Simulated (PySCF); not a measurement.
Compound: C7H11PS.
SMILES with atom numbers: `[CH3:1][C:2]([CH3:3])([CH3:4])[c:5]1[p:6][cH:7][cH:8][s:9]1` (hydrogens: H10, H11, H12 on C1; H13, H14, H15 on C3; H16, H17, H18 on C4; H19 on C7; H20 on C8)

Computed with PySCF at PBE0/pcSseg-1, non-relativistic, on one gas-phase PBE0-D3(BJ)/def2-SVP geometry that isn't relaxed in the solvent. The solvent is an IEF-PCM continuum (cavity from Bondi-type radii × 1.2). Only the electrostatic response of the medium enters.

Gas phase at PBE0/pcSseg-1: HOMO -6.71 eV, LUMO -1.17 eV, dipole 1.11 D.

Task: What does the continuum do to the energy, the frontier levels and the dipole at PBE0/pcSseg-1 in dichloromethane and water?

Result: 
| solvent | ε | E(solvent) − E(gas) (kcal/mol) | polarisation term (kcal/mol) | distortion of the solute (kcal/mol) | HOMO (eV) | LUMO (eV) | dipole (D) |
| --- | --- | --- | --- | --- | --- | --- | --- |
| dichloromethane | 8.93 | -2.63 | -2.98 | 0.35 | -6.77 | -1.23 | 1.64 |
| water | 78.36 | -3.17 | -3.69 | 0.52 | -6.80 | -1.26 | 1.78 |

The polarisation term is half the interaction of the solute with the surface charges that it induces; the rest is the cost of distorting the solute's density. The sum is the electrostatic part of solvation alone. From dichloromethane to water the lowering changes by a factor 1.21, Onsager's factor (ε − 1)/(2ε + 1) by 1.17 and ε itself by 8.8.

Task: Which radius a makes the point-dipole formula ΔE = −[(ε − 1)/(2ε + 1)]·μ²/a³ give the value in water, with the gas-phase dipole?

Result: μ = 0.438 au and |ΔE| = 0.00506 Eh give a = 1.40 Å; the farthest nucleus lies 4.31 Å from the centroid of the nuclei, so such a sphere wouldn't even hold the nuclei. The formula assumes a rigid point dipole at the centre of a sphere.

Task: Which ESP-fitted charges (PBE0/pcSseg-1) respond most in dichloromethane (means over atoms taken as equivalent)?

Result: 
```csv
atoms,environment,gas (e),solvent (e),change
P6,phosphorus bonded to 2 C,-0.147,-0.195,-0.048
C2,benzylic-type carbon,+0.634,+0.667,+0.033
H20,aromatic hydrogen,+0.237,+0.260,+0.023
C8,aromatic CH next to a ring sulfur,-0.361,-0.382,-0.021
S9,thiophene-type sulfur,+0.064,+0.080,+0.016
C1/C3/C4,methyl carbon,-0.511,-0.526,-0.015
```

Task: How do the nuclear quadrupole coupling constants eQVzz/h respond in dichloromethane?

Result: 
| nucleus | Q (barn) | gas (MHz) | solvent (MHz) | η gas | η solvent |
| --- | --- | --- | --- | --- | --- |
| 33S at S9 | -0.06781 | -27.55 | -27.34 | 0.44 | 0.41 |

The values belong to the conformer `[CH3:1][C:2]([CH3:3])([CH3:4])[c:5]1[p:6][cH:7][cH:8][s:9]1`: C1–C2–C5–P6 4°.
